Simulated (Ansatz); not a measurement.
Basis-set extrapolation for C₂H₈AlBO, SMILES `[BH2][AlH][CH2]OC` (PBE0-D4/def2-TZVP geometry, frozen core, the Gaussian-basis code of Ansatz). Multiplicity 1, RHF reference.

```csv
,def2-TZVPP,def2-QZVPP
HF,-421.841333,-421.856962
MP2 correlation,-0.773211,-0.826509
CCSD(T) correlation,-0.859787,not run
```

Energies in hartree. Use E(X) = E(∞) + A·exp(−7.88·√X) for Hartree–Fock and E(X) = E(∞) + B·X^(−2.97) for correlation, with X = 3 and 4, and add CCSD(T) minus MP2 of the smaller set to the MP2 limit.

What is the CCSD(T) energy at the basis-set limit?

HF limit: -421.856962 + (-0.015629) × 0.13774 = -421.85911. MP2 limit: -0.826509 + (-0.053298) × 0.74074 = -0.86599. Higher-order term: -0.859787 − (-0.773211) = -0.08658. Total: -422.81168 hartree, 290.3 kJ/mol below CCSD(T)/def2-TZVPP.
